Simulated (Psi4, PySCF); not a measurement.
Input for PySCF:
```python
from pyscf import gto, scf, dft

mol = gto.M(
    atom='''
Pt    0.000000    0.000000    0.000000
''',
    basis='def2-svpd',
    ecp={'Pt': 'def2-svpd'},
    charge=0,
    spin=2,
    verbose=3,
)

mf = dft.UKS(mol)
mf.xc = 'r2scan'
mf.grids.atom_grid = (99, 590)
mf.grids.prune = None
mf.kernel()
```

Write the same job for Psi4.

One answer among several that fit: 
```
memory 2 GB

molecule mol {
0 3
  Pt    0.000000    0.000000    0.000000
}

set basis def2-svpd
set reference uks
set scf_type pk
set puream true
set d_convergence 1e-8
set dft_radial_points 99
set dft_spherical_points 590

energy('r2scan')
print_variables()
```

Both were run: PySCF gave -119.301633 Eh and Psi4 -119.301190 Eh, 0.443 mEh apart.
